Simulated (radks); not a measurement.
Results of a calculation; reference values are marked as such.
The mean radii <r> (bohr) of the occupied orbitals of an atom or ion are listed with their occupations. Level of theory: Dirac Kohn-Sham, XLYP, spin-unpolarised, spherical densities, point nucleus (a radial shooting solver on a logarithmic mesh with Libxc functionals).

| orbital | occ. | <r> |
|---|---|---|
| 1s1/2 | 2 | 0.08103 |
| 2s1/2 | 2 | 0.3872 |
| 2p1/2 | 2 | 0.3482 |
| 2p3/2 | 4 | 0.3506 |
| 3s1/2 | 2 | 1.201 |
| 3p1/2 | 1.33333 | 1.291 |
| 3p3/2 | 2.66667 | 1.298 |

Name the element and its charge. Open shells, if any, are shared by 2j + 1.

Answer. Z = 19, potassium, charge +3: K3+ in [Ne] 3s2 3p4. The 1s radius gives Z: for a bare nucleus <r> = (2 gamma + 1)/(2Z) with gamma = sqrt(1 - (Z/c)^2), 0.07844 bohr for Z = 19, and screening makes it slightly larger (0.08103 here). The occupations add up to 16, and the charge is Z minus that.
